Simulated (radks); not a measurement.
Results of a calculation; reference values are marked as such.
Charge is removed step by step from the 2p up level of the nitrogen ion N+, starting from [He] 2s2 2p(up 2, down 0). Level of theory: non-relativistic Kohn-Sham, r2SCAN, spin-polarised, spherical densities, point nucleus; meta-GGA in the generalised Kohn-Sham scheme (a radial shooting solver on a logarithmic mesh with Libxc functionals).

removed (e)  E - E(0) (eV)  eigenvalue (eV)  E minus straight line (eV)
0                    0.000          -22.526                       0.000
0.1                  2.328          -24.035                      -0.711
0.2                  4.808          -25.568                      -1.269
0.3                  7.442          -27.123                      -1.674
0.4                 10.233          -28.701                      -1.921
0.5                 13.183          -30.300                      -2.010
0.6                 16.294          -31.920                      -1.938
0.7                 19.568          -33.560                      -1.702
0.8                 23.006          -35.218                      -1.302
0.9                 26.612          -36.894                      -0.735
1                   30.386          -38.587                       0.000

Removing the whole electron costs 30.386 eV by Delta-SCF, against 22.526 eV from minus the eigenvalue at the starting occupation. Slater's transition state (half an electron removed) gives 30.300 eV. Integrating minus the eigenvalue over the occupation (Janak's theorem) gives 30.386 eV. The mean slope of the eigenvalue, de/dn, is 16.1 eV per electron. Ionisation energy of N+ in the NIST Atomic Spectra Database: 29.601 eV (semi-empirical).
